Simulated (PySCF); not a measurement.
## How methods differ on the excitation energy of Ne

Ne [Ne] (1S) → Ne [He] 2s2 2p5 3s1 (3P), as a difference of total energies. Calculation: PySCF 2.14, in aug-cc-pVTZ with one added diffuse shell each of s, p, d, f type (6s5p4d3f, 62 functions); no relativity, point nucleus. Correlated levels: valence: 1s2 frozen. The calculations carry no spin-orbit coupling.

```tsv
method	excitation energy (eV)
UHF	14.941
MP2 (valence)	16.760
SCS-MP2 (valence)	16.648
CCSD (valence)	16.468
CCSD(T) (valence)	16.526
```

Question: How much does correlation contribute at CCSD(T) (valence)?

Answer: 16.526 − (14.941) = 1.585 eV, measured against UHF.

A first-order spin-orbit estimate (lowest level to lowest level, LS coupling) adds -0.032 eV.

The promoted electron is Rydberg-like, and one or two diffuse shells describe it only roughly, which tends to raise the upper state.
